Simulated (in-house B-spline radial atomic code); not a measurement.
A radial electron density 4πr²n(r) was computed for an atom or ion in its tabulated ground configuration with an all-electron radial atomic-structure program (B-spline basis); method: Dirac-Kohn-Sham B3LYP, spherical fractional occupations. Columns: r (bohr), 4πr²n(r) (electrons per bohr), bar.

```
0.000892    2.001 #
 0.00112    2.957 #
 0.00141    4.359 ##
 0.00177    6.341 ###
 0.00223    9.182 ####
  0.0028    13.05 ######
 0.00352    18.28 #########
 0.00443    25.12 ############
 0.00557    33.59 ################
   0.007    43.47 ####################
  0.0088    54.05 #########################
  0.0111    64.13 ##############################
  0.0139    71.41 #################################
  0.0175    74.55 ###################################
   0.022    72.76 ##################################
  0.0276    68.07 ################################
  0.0347    65.11 ##############################
  0.0437    69.18 ################################
  0.0549     80.9 ######################################
   0.069    92.98 ###########################################
  0.0868     94.2 ############################################
   0.109    82.18 ######################################
   0.137     70.2 #################################
   0.172    72.72 ##################################
   0.217    81.56 ######################################
   0.272    72.94 ##################################
   0.343    46.13 ######################
   0.431    28.96 ##############
   0.541    30.82 ##############
   0.681    32.19 ###############
   0.856    22.51 ###########
    1.08    12.09 ######
    1.35     8.05 ####
     1.7    6.311 ###
    2.14    3.934 ##
    2.69    1.841 #
    3.38   0.8978 
    4.25   0.6131 
    5.34   0.4073 
    6.71   0.1897 
    8.44  0.05464 
    10.6 0.009115 
    13.3 0.0008063 
    16.8 2.977e-05
```

(1) Which atom or ion is it?
A. Cs
B. Ba
C. La
D. Xe

Answers

(1) B. The area under the curve, ∫4πr²n dr = ∫r·4πr²n d(ln r) on this logarithmic grid, is 56 electrons, which only this option has. The configuration is [Xe] 6s2.
